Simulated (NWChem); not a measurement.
Molecule: GaCl, singlet; SMILES [Cl][Ga]

Program: NWChem. Pople sets run with spherical d functions. Low-valent species are run as closed-shell singlets; no triplet was tried in these runs. Each level has its own optimisation; frequencies are unscaled.

| level | r Cl–Ga (Å) | highest harmonic frequency (cm⁻¹) | zero-point energy (kcal/mol) | dipole (D) |
|---|---|---|---|---|
| LDA (Slater exchange, VWN5)/def2-SVP | 2.191 | 390 | 0.6 | 1.59 |
| BLYP/def2-SVP | 2.254 | 356 | 0.5 | 1.95 |
| B3LYP/6-31G* | 2.255 | … | 0.5 | … |

What belongs in the gaps?


- B3LYP/6-31G*, highest harmonic frequency (cm⁻¹): 348
- B3LYP/6-31G*, dipole (D): 2.62
